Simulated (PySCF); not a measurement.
## Radial density of Tb³⁺ (terbium, charge +3)

r2SCAN, [Xe] 4f8, high-spin 7F determinant. All numbers are calculated (PySCF 2.14, the spin-free X2C one-electron Hamiltonian (Gaussian nucleus), in x2c-TZVPPall with one added diffuse shell each of s, p, d, f type (12s8p8d5f2g, 129 functions)).

| r (bohr) | 4πr²ρ (e/bohr) | 4πr²(ρα − ρβ) |
| --- | --- | --- |
| 0.0256 | 76.75 | 0.0048 |
| 0.0431 | 93.07 | 0.0084 |
| 0.0725 | 114.1 | 0.0012 |
| 0.122 | 86.38 | 0.0974 |
| 0.205 | 99.46 | 1.1373 |
| 0.345 | 43.91 | 4.8956 |
| 0.580 | 48.92 | 7.6033 |
| 0.976 | 16.35 | 4.1027 |
| 1.64 | 6.573 | 0.7346 |
| 2.76 | 0.4505 | -0.0062 |
| 4.65 | 0.0009041 | 0.0001 |
| 7.81 | 1.848e-05 | 0.0000 |

Densities and radii are taken from the X2C orbitals without a picture-change correction, which distorts them close to the nucleus.

Spin-orbit coupling, absent here, splits the open shell strongly.

Task: Where is the radial spin density 4πr²(ρα − ρβ) most negative, and why is it negative at all?

Result: Around r = 2.76 bohr, down to -0.0062 e/bohr: exchange with the open shell polarises the paired shells in an unrestricted calculation.
